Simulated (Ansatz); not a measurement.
Compare A (`[NH2][SnH]1[CH2][S]1`) with its isomer B (`C[S][Sn][NH2]`).

Program: Ansatz. Geometries: PBE0-D4/def2-TZVP. ΔE: electronic, gas phase. CBS: MP2 limit from def2 TZ/QZ plus the TZ coupled-cluster correction, frozen cores. Functionals use def2-TZVPP. B3LYP here is the variant with VWN-RPA as its local correlation; programs differ in this. def2 core potentials past Kr. For Sn outer-core shells are correlated without core-valence functions, which leaves a few kJ/mol of doubt a bond. One conformer a species, not always the lowest.

A:

Z-matrix (Å, degrees):
```
Sn
C 1 2.099
S 1 2.387 2 48.6
N 1 2.015 2 118.7 3 104.5
H 1 1.690 2 126.3 3 -99.9
H 2 1.086 1 117.7 3 -108.9
H 2 1.085 1 118.8 3 108.7
H 4 1.013 1 112.1 2 -34.7
H 4 1.012 1 112.9 2 -156.4
```

B:

Z-matrix (Å, degrees):
```
C
S 1 1.812
H 1 1.090 2 107.3
H 1 1.091 2 111.3 3 118.6
H 1 1.091 2 111.3 3 -118.5
Sn 2 2.436 1 106.3 3 179.9
N 6 2.016 2 96.9 1 -0.1
H 7 1.008 6 127.0 2 -0.1
H 7 1.008 6 121.7 2 179.9
```

Q: Which isomer does CCSD(T)/CBS put lower? Give the gap. (Best estimate.)

A: Computed: B, by 173.5 kJ/mol.

Q: Give E(B) − E(A) in kJ/mol with PBE-D4, B3LYP-D4, ωB97M-V, MP2/def2-TZVPP, r2SCAN-D4, CCSD(T)/def2-TZVPP, B2PLYP. (Best estimate.)

A: Computed: PBE-D4 -191.1, B3LYP-D4 -209.6, ωB97M-V -182.7, MP2/def2-TZVPP -173.7, r2SCAN-D4 -185.9, CCSD(T)/def2-TZVPP -170.8, B2PLYP -193.7. None reverses the order clearly.

Largest T1 diagnostic: 0.016.

The D4 term adds −4.0 kJ/mol with B3LYP and −2.0 kJ/mol with PBE0; it sums over pairs of atoms, weighted by their polarisabilities, and B3LYP, whose exchange is more repulsive, gets the larger term. In def2-TZVPP, CCSD(T) changes the Hartree–Fock value by +24.1 kJ/mol (the triples alone add +5.1 kJ/mol) and MP2 by +21.2 kJ/mol.
